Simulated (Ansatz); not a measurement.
`[SiH3]/C=[CH]/[GeH3]`, relaxed with RKS PBE0-D4/def2-TZVP in Ansatz 0.2.0 from a PBE-D4/def2-SVP geometry. The force threshold is 0.005 eV/Å; the program also tests the step.

The species carries charge 0 and has multiplicity 1.

Start:

```xyz
12

Si   -2.011    0.497    1.118
C    -0.416   -0.272    0.478
C     0.373    0.298   -0.462
Ge    2.028   -0.506   -1.125
H    -2.243    1.810    0.420
H    -3.184   -0.415    0.866
H    -1.933    0.731    2.604
H    -0.114   -1.251    0.900
H     0.080    1.276   -0.892
H     2.245   -1.857   -0.395
H     3.234    0.435   -0.854
H     1.941   -0.746   -2.657
```

How much energy does the relaxation release, and in how many steps? (Best estimate.)

The calculation gave: 0.04 eV, in 7 steps.

Which bonds change most? (Estimate.)

The calculation gave: Si1–C2 from 1.882 to 1.863 Å; C2–C3 from 1.353 to 1.334 Å; Si1–H6 from 1.507 to 1.488 Å; Si1–H7 from 1.507 to 1.488 Å.

Give the relaxed structure. (Best estimate.)

Ansatz gave: 
```xyz
12

Si   -1.988    0.493    1.104
C    -0.411   -0.276    0.477
C     0.360    0.293   -0.451
Ge    2.007   -0.499   -1.114
H    -2.201    1.788    0.406
H    -3.149   -0.403    0.852
H    -1.912    0.728    2.572
H    -0.107   -1.239    0.890
H     0.063    1.255   -0.868
H     2.224   -1.839   -0.392
H     3.199    0.436   -0.845
H     1.917   -0.735   -2.632
```
